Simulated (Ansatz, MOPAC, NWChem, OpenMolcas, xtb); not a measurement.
## AlBH2OF2 (SMILES O[B](F)[AlH][F]): methods side by side

The runs start from one conformer, not always the lowest.

AlBH2OF2, singlet, SMILES `O[B](F)[AlH][F]`. Each level relaxes the structure for itself.

Each level gives the zero-point energy at each level's own minimum (kJ/mol). The values are calculated.

```json
{"level": "AM1", "kind": "semi-empirical", "program": "MOPAC", "value (kJ/mol)": "88.3"}
{"level": "MNDOD", "kind": "semi-empirical", "program": "MOPAC", "value (kJ/mol)": "89.4"}
{"level": "PM7-", "kind": "semi-empirical", "program": "MOPAC", "value (kJ/mol)": "75.5"}
{"level": "GFN2-xTB", "kind": "semi-empirical", "program": "xtb", "value (kJ/mol)": "75.4"}
{"level": "HF/3-21G", "kind": "Hartree–Fock", "program": "OpenMolcas", "value (kJ/mol)": "86.6"}
{"level": "HF/6-31G* (Cartesian functions)", "kind": "Hartree–Fock", "program": "OpenMolcas", "value (kJ/mol)": "87.6"}
{"level": "PBE-D3(BJ)/def2-SVP", "kind": "GGA", "program": "NWChem", "value (kJ/mol)": "79.9"}
{"level": "B3LYP/6-31G* (spherical functions)", "kind": "global hybrid", "program": "NWChem", "value (kJ/mol)": "81.8"}
{"level": "PBE0-D4/def2-TZVP", "kind": "global hybrid", "program": "Ansatz", "value (kJ/mol)": "82.3"}
```

Harmonic and unscaled. The values span 75.4 to 89.4 kJ/mol.
